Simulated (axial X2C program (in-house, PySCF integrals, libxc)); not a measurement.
## How the levels of OGdO (f6 s0 orbitals) move with the bond length

Calculated with an in-house all-electron X2C program for linear molecules (integrals from PySCF): two-component X2C with atomic mean-field Coulomb and Gaunt terms, basis O dyall-av3z, Gd dyall-v3z (cores contracted in-house). Orbitals come from Hartree–Fock averaged over the configuration Gd f6 s0; CI then distributes these electrons over the f, s shells of Gd.

At O–Gd–O held linear, both bonds 1.842 Å:

```json
{"Ω": "0", "energy (cm⁻¹)": "0", "g∥": "0.00", "configuration": "100% f6"}
{"Ω": "1", "energy (cm⁻¹)": "51", "g∥": "3.99", "configuration": "100% f6"}
{"Ω": "2", "energy (cm⁻¹)": "192", "g∥": "7.97", "configuration": "100% f6"}
{"Ω": "3", "energy (cm⁻¹)": "402", "g∥": "11.96", "configuration": "100% f6"}
{"Ω": "1", "energy (cm⁻¹)": "13792", "g∥": "5.92", "configuration": "100% f6"}
{"Ω": "0", "energy (cm⁻¹)": "13820", "g∥": "0.00", "configuration": "100% f6"}
{"Ω": "2", "energy (cm⁻¹)": "13884", "g∥": "9.92", "configuration": "100% f6"}
{"Ω": "0", "energy (cm⁻¹)": "13922", "g∥": "0.00", "configuration": "100% f6"}
{"Ω": "1", "energy (cm⁻¹)": "14093", "g∥": "2.01", "configuration": "100% f6"}
{"Ω": "2", "energy (cm⁻¹)": "14372", "g∥": "5.92", "configuration": "100% f6"}
{"Ω": "3", "energy (cm⁻¹)": "14684", "g∥": "9.90", "configuration": "100% f6"}
{"Ω": "4", "energy (cm⁻¹)": "15008", "g∥": "13.90", "configuration": "100% f6"}
```

g∥ is the magnitude of 2⟨Lz + ge Sz⟩ for the +Ω component. The lowest 14 levels at most are listed.

At O–Gd–O held linear, both bonds 1.778 Å:

| Ω | energy (cm⁻¹) | g∥ | configuration |
| --- | --- | --- | --- |
| 0 | 0 | 0.00 | 100% f6 |
| 1 | 44 | 3.99 | 100% f6 |
| 2 | 168 | 7.98 | 100% f6 |
| 3 | 353 | 11.96 | 100% f6 |
| 1 | 16980 | 5.98 | 100% f6 |
| 0 | 17030 | 0.00 | 100% f6 |
| 2 | 17053 | 9.93 | 100% f6 |
| 0 | 17093 | 0.00 | 100% f6 |
| 1 | 17279 | 1.96 | 100% f6 |
| 2 | 17552 | 5.91 | 100% f6 |

The lowest level lies 991 cm⁻¹ below the lowest at the first distance.

(1) How does the gap from the lowest to the fifth level change between the two distances?

Dynamic correlation is missing, so gaps between terms are too wide and other configurations may lie lower; the lowest level listed is that of this model, not necessarily the ground state. At most 4 roots were kept for each Ω > 0 (twice that for Ω = 0) within 2.2 eV of the lowest, so higher up levels can be missing between those listed; levels with Ω > 0 are doubly degenerate and listed once, Ω = 0 levels singly. The open spinors mix strongly with ligand orbitals, which this small active space describes poorly. States that fill the shells left empty in the average are placed too high. The molecule was held linear; bending was not examined.

Answers

(1) From 13792 to 16980 cm⁻¹, a factor of 1.23.
